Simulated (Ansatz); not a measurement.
A set of 12 reactions (ligand exchange), with CCSD(T)/CBS values in kJ/mol:

```csv
reaction,ΔE
`CBP` + `CCS` → `CBSCC` + PH₃,-73.9
`[NH2][GeH2][SiH2]Cl` + NH₃ → `N[SiH2][GeH2][NH2]` + HCl,52.6
`C=C([SiH3])[NH][AlH2]` + `NBO` → `OB[NH][AlH2]` + `C=C(N)[SiH3]`,14.7
`OC#C[SiH3]` + `NC[SeH]` → `NC[Se][SiH3]` + `C#CO`,-26.1
`C[O][GeH2][C]#N` + H₂Se → `C[O][GeH2][SeH]` + `C#N`,-49.1
`[OH][Al]([F])[CH2][SiH3]` + `O[SiH3]` → `[OH][Al]([F])[O][SiH3]` + `C[SiH3]`,-137.6
`C[N](C)[Sc]([NH2])[NH2]` + HCl → `[NH2][Sc]([NH2])[Cl]` + `CNC`,-127.6
`O[SiH]([SiH3])[O][AlH2]` + `C=C=N` → `C=C=[N][AlH2]` + `O[SiH](O)[SiH3]`,41.9
`[OH][AlH][AlH2]` + CH₃NH₂ → `C[NH][AlH][OH]` + `[AlH3]`,-87.7
`N[SiH](F)Cl` + CH₃SH → `CS[SiH](N)F` + HCl,39.3
`[Cl][Ga]([Cl])[I]` + `O[SiH3]` → `[SiH3][O][Ga]([Cl])[Cl]` + HI,58.5
`[NH2][Zn][AlH][Cl]` + H₂S → `[NH2][Zn][SH]` + `[AlH2][Cl]`,-57.9
```

Program: Ansatz. Geometries: PBE0-D4/def2-TZVP. ΔE: electronic, gas phase. CCSD(T)/CBS adds triple-zeta CCSD(T) − MP2 to the extrapolated MP2 energy (def2 sets, frozen cores). This one scheme is used for every species. Functionals use def2-TZVPP. B3LYP here is the variant with VWN-RPA as its local correlation; programs differ in this. Elements past krypton have def2 core potentials. For Ga, Ge, I, Sc, Se, Zn outer-core shells are correlated without core-valence functions, which leaves a few kJ/mol of doubt a bond. Scalar relativity is left out up to krypton. One conformer a species, not always the lowest.

Question: Give the mean, mean absolute and largest difference (level minus CCSD(T)/CBS, kJ/mol) for: PBE-D4, PBE0-D4, B3LYP-D4, ωB97X-V, ωB97M-V, B2PLYP, PBE, r2SCAN, SCS-MP2/def2-TZVPP, CCSD(T)/def2-TZVPP, HF/def2-QZVPP, MP2/def2-QZVPP, MP2/CBS(def2), CCSD/CBS(def2). (Best estimate.)

Answer: The calculation gave: 
| level | mean | mean absolute | largest |
| --- | --- | --- | --- |
| PBE-D4 | 3.3 | 6.7 | 15.9 |
| PBE0-D4 | 1.9 | 5.4 | 13.4 |
| B3LYP-D4 | -0.2 | 2.4 | 8.0 |
| ωB97X-V | -0.1 | 2.4 | -9.4 |
| ωB97M-V | -0.9 | 2.9 | -9.8 |
| B2PLYP | -0.7 | 3.7 | -8.0 |
| PBE | 3.9 | 6.9 | 19.0 |
| r2SCAN | -0.4 | 2.8 | -8.5 |
| SCS-MP2/def2-TZVPP | -1.6 | 4.2 | -9.3 |
| CCSD(T)/def2-TZVPP | -0.1 | 2.6 | -8.7 |
| HF/def2-QZVPP | -3.0 | 11.3 | -38.0 |
| MP2/def2-QZVPP | -2.1 | 3.2 | -12.1 |
| MP2/CBS(def2) | -2.0 | 4.1 | -11.9 |
| CCSD/CBS(def2) | -0.2 | 1.6 | -4.9 |

The largest T1 diagnostic in the set is 0.015, for `[NH2][Zn][SH]` (customary mark 0.02).

CCSD(T)/CBS is a level of theory with its own doubt, and the functionals carry their triple-zeta basis error, so these figures describe this set and don't rank the functionals.
